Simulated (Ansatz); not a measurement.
`C=[CH][Sn]([Cl])([Cl])[Cl]` + HI → `[Cl][Sn]([Cl])([Cl])[I]` + ethylene at 600 K and 1 bar (ligand exchange at the Sn–C bond).

Program: Ansatz. Geometries: PBE0-D4/def2-TZVP. ΔE: electronic, gas phase. CBS: MP2 limit from def2 TZ/QZ plus the TZ coupled-cluster correction, frozen cores. This one scheme is used for every species. Elements past krypton have def2 core potentials. For I, Sn outer-core shells are correlated without core-valence functions, which leaves a few kJ/mol of doubt a bond. Each species was taken in one conformer, which may not be the lowest.

| species | CCSD(T)/CBS energy (Eh) | H − E (kJ/mol) | S (J/(mol·K)) |
| --- | --- | --- | --- |
| `C=[CH][Sn]([Cl])([Cl])[Cl]` | -1671.39163 | 189.1 | 515.1 |
| HI | -298.03592 | 31.6 | 227.0 |
| `[Cl][Sn]([Cl])([Cl])[I]` | -1890.98666 | 66.2 | 471.9 |
| `C=C` | -78.48111 | 161.6 | 257.2 |

H − E and S are ideal-gas, rigid-rotor, harmonic terms from PBE0-D4/def2-TZVP, for one conformer and one mirror image of each species. 1 Eh = 2625.50 kJ/mol, R = 8.31446 J/(mol·K).

**Question.** By hand: ΔE, ΔH, ΔS and ΔG.

**Answer.** ΔE = (-1890.98666) + (-78.48111) − (-1671.39163) − (-298.03592) = -0.04022 Eh = -105.6 kJ/mol. Δ(H − E) = 66.2 + 161.6 − 189.1 − 31.6 = 7.1, so ΔH = -98.5 kJ/mol. ΔS = 471.9 + 257.2 − 515.1 − 227.0 = -13.0 J/(mol·K). ΔG = -98.5 − 600 × (-13.0)/1000 = -90.7 kJ/mol.

**Question.** By hand: the equilibrium constant, and the temperature at which ΔG would vanish if ΔH and ΔS stayed fixed.

**Answer.** log₁₀ K = −ΔG/(RT ln 10) = 7.9. ΔG = 0 at ΔH/ΔS = 7577 K, far beyond where these terms or the molecules hold.

The number of gas molecules stays the same, so ΔS is small and ΔH decides. A doubt of 5 kJ/mol in ΔE shifts log₁₀ K by 0.4 here. Other conformers and mirror images would add mixing entropy, several J/(mol·K) or more a flexible species. Modes under 60 cm⁻¹, often nearly free rotors, make the harmonic entropy too high. These are equilibria of isolated gas molecules and say nothing of rates. Largest T1 diagnostic: 0.011 (customary marks: 0.02 for closed shells, 0.045 for open ones).
